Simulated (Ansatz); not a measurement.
Geometry optimisation, RKS B3LYP-D4/def2-SVP in Ansatz.

input.yaml

```yaml
crystal:
  periodic: [false, false, false]
  atoms:
    - { symbol: C, position_ang: [-1.1357, -1.3918, 1.1431] }
    - { symbol: As, position_ang: [0.1482, -0.1163, 1.8918] }
    - { symbol: Si, position_ang: [0.9178, 0.5393, -0.205] }
    - { symbol: C, position_ang: [-0.2733, 1.5634, -1.0727] }
    - { symbol: O, position_ang: [1.3312, -0.8572, -1.1452] }
    - { symbol: H, position_ang: [-1.9853, -0.7491, 0.6297] }
    - { symbol: H, position_ang: [-0.6787, -2.026, 0.4021] }
    - { symbol: H, position_ang: [-1.5905, -1.9336, 1.9418] }
    - { symbol: H, position_ang: [1.2271, -1.2273, 2.0733] }
    - { symbol: H, position_ang: [2.1651, 1.3512, 0.0136] }
    - { symbol: H, position_ang: [-1.2642, 0.9353, -1.2105] }
    - { symbol: H, position_ang: [0.0682, 1.8993, -2.0314] }
    - { symbol: H, position_ang: [-0.6559, 2.462, -0.4652] }
    - { symbol: H, position_ang: [1.7131, -0.4783, -1.9366] }
basis:
  gaussian: { orbitals: def2-SVP }
hamiltonian:
  xc: b3lyp
  dispersion: d4
relax:
  f_tol: 0.015
  max_steps: 40
output:
  orbitals: {}
```

Launched with:

```bash
$ ansatz run input.yaml --threads 2 --pin off --max-ram 3072MiB --backend cpu --events-out ev --progress --plain --runs-dir out
```

Task: Where does it end, and by what steps?

Result: The forces met the threshold. The force dipped under the threshold on the way, but the program's further checks kept it going. After 13 steps the energy has fallen by 0.533 eV; H6 moved furthest, 0.32 Å.

```json
{"step": "0", "energy less start (eV)": "0.0000", "largest force component (eV/Å)": "4.104", "accepted": "yes"}
{"step": "1", "energy less start (eV)": "-0.3624", "largest force component (eV/Å)": "1.316", "accepted": "yes"}
{"step": "2", "energy less start (eV)": "-0.4843", "largest force component (eV/Å)": "0.801", "accepted": "yes"}
{"step": "3", "energy less start (eV)": "-0.5066", "largest force component (eV/Å)": "0.699", "accepted": "yes"}
{"step": "4", "energy less start (eV)": "-0.5196", "largest force component (eV/Å)": "0.405", "accepted": "yes"}
{"step": "5", "energy less start (eV)": "-0.5186", "largest force component (eV/Å)": "0.375", "accepted": "no"}
{"step": "6", "energy less start (eV)": "-0.5307", "largest force component (eV/Å)": "0.043", "accepted": "yes"}
{"step": "7", "energy less start (eV)": "-0.5311", "largest force component (eV/Å)": "0.053", "accepted": "yes"}
{"step": "8", "energy less start (eV)": "-0.5317", "largest force component (eV/Å)": "0.055", "accepted": "yes"}
{"step": "9", "energy less start (eV)": "-0.5322", "largest force component (eV/Å)": "0.066", "accepted": "yes"}
{"step": "10", "energy less start (eV)": "-0.5327", "largest force component (eV/Å)": "0.029", "accepted": "yes"}
{"step": "11", "energy less start (eV)": "-0.5330", "largest force component (eV/Å)": "0.012", "accepted": "yes"}
{"step": "12", "energy less start (eV)": "-0.5332", "largest force component (eV/Å)": "0.020", "accepted": "yes"}
{"step": "13", "energy less start (eV)": "-0.5332", "largest force component (eV/Å)": "0.013", "accepted": "yes"}
```

```xyz
14
Properties=species:S:1:pos:R:3
C -1.144 -1.517 1.137
As 0.013 -0.070 1.893
Si 0.930 0.576 -0.198
C -0.275 1.704 -1.108
O 1.205 -0.834 -1.072
H -2.042 -1.052 0.703
H -0.619 -2.092 0.364
H -1.457 -2.180 1.956
H 1.214 -0.974 2.186
H 2.212 1.318 0.027
H -1.248 1.207 -1.255
H 0.112 1.994 -2.100
H -0.446 2.628 -0.531
H 1.534 -0.735 -1.974
```

Time of the run: 75 s on 2 threads of Arm Neoverse V1 (shared host), peak memory 0.38 GiB.
